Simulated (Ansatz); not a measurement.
`[NH2][Cd][F]` + NH₃ → `[NH2][Cd][NH2]` + H–F at 400 K and 1 bar (ligand exchange at a Cd–F bond).

Isolated molecules relaxed with PBE0-D4/def2-TZVP in Ansatz; ΔE leaves out vibrations. CBS: MP2 limit from def2 TZ/QZ plus the TZ coupled-cluster correction, frozen cores. This one scheme is used for every species. Elements past krypton have def2 core potentials. For Cd outer-core shells are correlated without core-valence functions, which leaves a few kJ/mol of doubt a bond. One conformer a species, not always the lowest.

```tsv
species	CCSD(T)/CBS energy (Eh)	H − E (kJ/mol)	S (J/(mol·K))
`[NH2][Cd][F]`	-323.42384	91.3	312.8
NH₃	-56.50880	104.2	203.1
`[NH2][Cd][NH2]`	-279.51838	156.2	329.2
H–F	-100.39570	36.5	182.2
```

H − E and S are ideal-gas, rigid-rotor, harmonic terms from PBE0-D4/def2-TZVP, for one conformer and one mirror image of each species. 1 Eh = 2625.50 kJ/mol, R = 8.31446 J/(mol·K).

By hand: ΔE, ΔH, ΔS and ΔG.

ΔE = (-279.51838) + (-100.39570) − (-323.42384) − (-56.50880) = 0.01856 Eh = 48.7 kJ/mol. Δ(H − E) = 156.2 + 36.5 − 91.3 − 104.2 = -2.8, so ΔH = 45.9 kJ/mol. ΔS = 329.2 + 182.2 − 312.8 − 203.1 = -4.5 J/(mol·K). ΔG = 45.9 − 400 × (-4.5)/1000 = 47.7 kJ/mol.

By hand: the equilibrium constant, and the temperature at which ΔG would vanish if ΔH and ΔS stayed fixed.

log₁₀ K = −ΔG/(RT ln 10) = -6.2. ΔH and −TΔS have one sign here, so there is no such temperature.

The number of gas molecules stays the same, so ΔS is small and ΔH decides. A doubt of 5 kJ/mol in ΔE shifts log₁₀ K by 0.7 here. Other conformers and mirror images would add mixing entropy, several J/(mol·K) or more a flexible species. These are equilibria of isolated gas molecules and say nothing of rates. Largest T1 diagnostic: 0.016 (customary marks: 0.02 for closed shells, 0.045 for open ones).

ΔS is within the doubt of such terms, so its sign, and with it that verdict, could turn.
